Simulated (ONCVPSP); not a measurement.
# Ranking ONCV potentials for Co

All share these settings but for the change named:

Co, optimised norm-conserving Vanderbilt (ONCV), made with ONCVPSP 4.0.1 (Wu-Cohen, non-relativistic). Core [Ne], reference 3s2 3p6 3d6 (charge +3). Waves: 3s: rc 0.95 bohr, ncon 3, nbas 6, qcut 11.9 1/bohr, 2 projectors, debl 2.1 Ha; 3p: rc 0.95 bohr, ncon 4, nbas 8, qcut 17.3 1/bohr, 2 projectors, debl 1.3 Ha; 3d: rc 0.95 bohr, ncon 4, nbas 9, qcut 19.2 1/bohr, 2 projectors, debl 2.7 Ha; f scattering state at 0.46 Ha: rc 0.80 bohr, ncon 3, nbas 8, qcut 12.3 1/bohr, 2 projectors, debl 3.9 Ha. Local part: polynomial inside 0.60 bohr (lpopt 5, dvloc0 1 Ha). Core correction: Teter function, fcfact 2.25, rcfact 1.1.

In the s channel the program set the typed energies aside and used -5.069, 0.250 Ha. In the p channel the program set the typed energies aside and used -3.788, 0.250 Ha.

Test errors are all-electron minus pseudo excitation energies from the reference, over 3s2 3p6 3d7 4s2; 3s2 3p6 3d7 4s1; 3s2 3p6 3d7; 3s2 3p6 3d7 4s1 4p1. None of these files shows a bound ghost.

The base gives 3.7 meV.

Of 8 variants that were run, those that failed, showed a ghost or another fault, or gave nearly equal values are left out.

(1) Rank these variants by their largest absolute test error, smallest first.
A. all radii but the core radius scaled by about 0.78 (s 0.74, p 0.74, d 0.74, f 0.62 bohr); local potential polynomial inside 0.48 bohr (lpopt 5, dvloc0 1 Ha)
B. all radii but the core radius scaled by about 1.11 (s 1.06, p 1.06, d 1.06, f 0.88 bohr); local potential polynomial inside 0.66 bohr (lpopt 5, dvloc0 1 Ha)
C. all radii but the core radius scaled by about 0.93 (s 0.88, p 0.88, d 0.88, f 0.74 bohr); local potential polynomial inside 0.56 bohr (lpopt 5, dvloc0 1 Ha)
D. all radii but the core radius scaled by about 1.05 (s 1.00, p 1.00, d 1.00, f 0.84 bohr); local potential polynomial inside 0.64 bohr (lpopt 5, dvloc0 1 Ha)
E. all radii but the core radius scaled by about 0.86 (s 0.82, p 0.82, d 0.82, f 0.68 bohr); local potential polynomial inside 0.52 bohr (lpopt 5, dvloc0 1 Ha)

Results:

(1) A (1.7 meV), E (2.2 meV), C (2.8 meV), D (4.4 meV), B (5.4 meV).
